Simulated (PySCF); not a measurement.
## Calculated data, CH$_{8}$N$_{2}$Si, B$_{3}$FH$_{3}$, B$_{2}$H$_{6}$NSi, AlBH$_{5}$OSi

Computed with PySCF 2.14.0. Calculation on a computer-drawn molecule: the log of a Hartree-Fock and frozen-core CCSD(T) single point meant for a local Hartree-Fock minimum, with one planted fault or none, to be diagnosed. Offsets are logged minus clean, where the clean run is the same molecule without the fault. The reference is restricted for singlets and unrestricted otherwise, and also for a bond in bohr or an excited solution. Adding or removing an electron swaps singlet and doublet. The excited solution moves the top pair (singlet) or top alpha electron (doublet) to the lowest empty orbital. Highest occupied and lowest empty are orbital energies over both spins, largest force is the largest gradient component, triples share is (T) over the correlation energy, the T1 limit is 0.02 restricted and 0.045 unrestricted, electrons count all cores, a negative frequency is imaginary (commonest isotopes), and the dipole is about the centre of nuclear charge.

Common to all runs: logged SCF converged yes; possible faults no fault, one electron removed, one electron added, multiplicity raised by two, geometry at a saddle point, SCF held on an excited solution, minimal basis STO-3G, one bond length entered in bohr, all coordinates scaled.

(1) CH$_{8}$N$_{2}$Si

Logged structure:
```xyz
12
CH8N2Si
N     -1.3968     0.0765     1.4471
C     -0.1298    -0.3539     0.8576
Si     0.7969     1.1359     0.1663
N      2.3700     0.6382    -0.3485
H     -1.9313    -0.7155     1.7614
H     -1.2303     0.6409     2.2632
H     -0.3418    -1.0208     0.0167
H      0.5162    -0.9251     1.5432
H      0.7977     2.1869     1.2245
H      0.1146     1.6963    -1.0210
H      2.8693     1.2296    -0.9873
H      3.0101     0.2648     0.3285
```

```
meant charge                      : 0
meant multiplicity                : 1
meant basis                       : cc-pV(D+d)Z
logged electrons                  : 42
logged basis functions            : 105
logged spin squared               : 0
logged highest occupied           : -1.3005 eV
logged lowest empty               : -4.7446 eV
logged largest force              : 0.095749 hartree/bohr
logged CC converged               : no
logged dipole magnitude           : 3.5542 debye
logged SCF stable within its kind : no
logged energy HF                  : -439.70493 hartree
planted fault                     : SCF held on an excited solution
HF energy offset from clean run   : 427.2 kcal/mol
```

Drawn bonds:
```
atom  other atom  order
   1           2      1
   2           3      1
   3           4      1
   1           5      1
   1           6      1
   2           7      1
   2           8      1
   3           9      1
   3          10      1
   4          11      1
   4          12      1
```

Notes: CCSD not converged.

(2) B$_{3}$FH$_{3}$

Logged structure:
```xyz
7
B3FH3
B     -1.3853    -0.6015    -0.8301
B      0.2274    -1.0650    -1.0278
B      1.5017     0.0895    -1.1891
F      2.3909     0.9222    -1.3018
H     -1.8210    -0.4452     0.2710
H     -2.0757    -0.4519    -1.7934
H      0.6271    -2.1875    -1.0738
```

```
meant charge                         : 1
meant multiplicity                   : 1
meant basis                          : cc-pVDZ
logged electrons                     : 26
logged basis functions               : 71
logged spin squared                  : 2.0143
logged highest occupied              : -14.438 eV
logged lowest empty                  : -8.0018 eV
logged largest force                 : 0.12662 hartree/bohr
logged T1 diagnostic                 : 0.020059
logged D1 diagnostic                 : 0.067099
logged triples share                 : 0.026216
logged CC converged                  : yes
logged dipole magnitude              : 3.4488 debye
logged SCF stable within its kind    : yes
logged energy HF                     : -174.82654 hartree
logged energy CCSD(T)                : -175.26412 hartree
planted fault                        : multiplicity raised by two
HF energy offset from clean run      : 68.53 kcal/mol
CCSD(T) energy offset from clean run : 73.58 kcal/mol
```

Drawn bonds:
```
atom  other atom  order
   1           2      1
   2           3      1
   3           4      1
   1           5      1
   1           6      1
   2           7      1
```

(3) B$_{2}$H$_{6}$NSi

Logged structure:
```xyz
10
B2H6NSi
B     -0.9165     1.6314     1.1821
N     -1.0027     0.2399     0.7310
B     -1.1498    -0.8436     1.7316
Si    -0.9356    -0.2262    -1.0420
H     -0.7929     2.6095     0.4324
H     -1.1997    -0.5801     2.9367
H     -1.2221    -2.0195     1.3401
H      0.2505    -1.1535    -1.2831
H     -0.7832     1.0393    -1.8732
H     -2.2193    -0.9522    -1.4295
```

```
meant charge                         : 0
meant multiplicity                   : 2
meant basis                          : cc-pV(D+d)Z
logged electrons                     : 37
logged basis functions               : 95
logged spin squared                  : 0.7542
logged highest occupied              : -9.0725 eV
logged lowest empty                  : 2.1091 eV
logged largest force                 : 0.018957 hartree/bohr
logged T1 diagnostic                 : 0.014192
logged D1 diagnostic                 : 0.04867
logged triples share                 : 0.029527
logged CC converged                  : yes
logged dipole magnitude              : 1.1239 debye
logged SCF stable within its kind    : yes
logged energy HF                     : -396.25217 hartree
logged energy CCSD(T)                : -396.73615 hartree
planted fault                        : all coordinates scaled, by +3.2 %
HF energy offset from clean run      : 5.539 kcal/mol
CCSD(T) energy offset from clean run : 2.305 kcal/mol
```

Drawn bonds:
```
atom  other atom  order
   1           2      1
   2           3      1
   2           4      1
   1           5      1
   3           6      1
   3           7      1
   4           8      1
   4           9      1
   4          10      1
```

(4) AlBH$_{5}$OSi

Logged structure:
```xyz
9
AlBH5OSi
B     -0.0460    -0.6319     1.9648
Si     0.2800     0.7872     0.5462
O     -1.0535     1.1537    -0.3360
Al    -2.3610     1.5238    -1.3368
H     -1.0914    -1.2089     2.0953
H      0.8434    -0.9329     2.7156
H      0.7849     2.0216     1.2027
H      1.3558     0.2979    -0.3577
H     -3.6138     2.2478    -0.6652
```

```
meant charge                      : 0
meant multiplicity                : 2
meant basis                       : cc-pV(D+d)Z
logged electrons                  : 45
logged basis functions            : 99
logged spin squared               : 0.7564
logged highest occupied           : -8.2893 eV
logged lowest empty               : 1.1735 eV
logged largest force              : 1.263e-05 hartree/bohr
logged lowest frequency           : 38.026 cm⁻¹
logged T1 diagnostic              : 0.01564
logged D1 diagnostic              : 0.048954
logged triples share              : 0.023108
logged CC converged               : yes
logged dipole magnitude           : 0.63793 debye
logged SCF stable within its kind : yes
logged energy HF                  : -633.34925 hartree
logged energy CCSD(T)             : -633.81515 hartree
planted fault                     : ?
```

Drawn bonds:
```
atom  other atom  order
   1           2      1
   2           3      1
   3           4      1
   1           5      1
   1           6      1
   2           7      1
   2           8      1
   4           9      1
```

To be estimated
1. Which fault was planted in the run of AlBH$_{5}$OSi (entry 4)?

## Answers
1. no fault

Further results for AlBH$_{5}$OSi (entry 4):

```
HF energy offset from clean run      : 0 kcal/mol
CCSD(T) energy offset from clean run : 0 kcal/mol
```
